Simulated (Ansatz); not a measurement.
Abridged output of a molecular run in Ansatz:

```
Functional definition: HF
1370 factors; integrals over basis functions are off by at most 1.3e-3 eV
mean field evaluation 1: about -30646.4773 eV, gradient 3.3e1 eV
mean field evaluation 2: about -30646.4958 eV, gradient 3.3e1 eV
mean field evaluation 4: about -30649.7643 eV, gradient 2.8e0 eV
mean field evaluation 8: about -30649.8020 eV, gradient 1.4e-1 eV
mean field evaluation 16: about -30649.7821 eV, gradient 5.3e-1 eV
mean field -30649.80213587 eV, -1126.3594533111 hartree, gradient 5.6e-6 eV, S^2 0.000000; 0 other end points of the search recorded, 0 dependent functions left out
16 core orbitals not correlated: weight in the atoms' cores, before any rotation towards them, 1.000 or more for the frozen orbitals, at most 0.000 for the correlated occupied ones
reference -30649.80213587 eV, -1126.3594533111 hartree; 21, 21 occupied and 93, 93 virtual orbitals, 1370 factors
second order -18.06823195 eV of doubles, -0.00000000 eV of singles
cycle   1  -19.42434021 eV  change    -1.4e0 eV  update   9.2e-2
cycle   2  -19.93142610 eV  change   -5.1e-1 eV  update   2.8e-2
cycle   3  -20.00489702 eV  change   -7.3e-2 eV  update   1.0e-2
cycle   4  -20.00497562 eV  change   -7.9e-5 eV  update   2.7e-3
cycle   5  -20.00419148 eV  change    7.8e-4 eV  update   8.9e-4
cycle   6  -20.00404728 eV  change    1.4e-4 eV  update   2.7e-4
cycle   7  -20.00404826 eV  change   -9.8e-7 eV  update   8.3e-5
cycle   8  -20.00406846 eV  change   -2.0e-5 eV  update   3.0e-5
perturbative correction -0.53851967 eV, -0.0197902328 hartree
Total energy: -30670.34472399 eV, -1127.1143795004 hartree
```

Its atoms:

```xyz
13

C    -1.7838   -1.3237   -0.5072
In    0.1323   -0.4731   -0.0779
C     1.3587   -0.0760    1.6329
S    -0.4593    2.2604   -0.8040
Cl    1.5009   -0.5130   -2.0664
H    -2.5470   -0.9314    0.1658
H    -2.0526   -1.0928   -1.5380
H    -1.7405   -2.4080   -0.3940
H     1.7200   -1.0138    2.0578
H     2.2194    0.5177    1.3242
H     0.8000    0.4599    2.4014
H     0.6820    2.7166   -0.2615
H     0.1698    1.8772   -1.9331
```

Which basis set was used?
A. def2-SVP
B. def2-TZVPP
C. cc-pV(Q+d)Z
D. def2-SVPD

A. It gives 130 functions.

Write the keys of the input that set method, charge and spin (a neutral closed shell needs none for the last two).


```yaml
correlation: {method: ccsd_t}
```
